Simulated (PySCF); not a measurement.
A structure optimised at PBE-D3(BJ)/def2-SVP, used in a PySCF frequency run:

```
O
C 1 1.4050
H 2 1.1126 1 110.24
H 2 1.1126 3 107.48 1 120.17
H 2 1.1144 3 107.91 4 116.15
Al 1 1.7051 2 138.09 3 -120.75
H 6 1.5797 1 117.80 2 180.00
I 6 2.4915 7 123.03 1 180.00
```

Q: Write its SMILES, formula and point group.

A: C[O][AlH][I], CH4AlIO, Cs

Q: What are its rotational constants (standard atomic weights)?

A: 7.5959, 1.2057, 1.0475 GHz
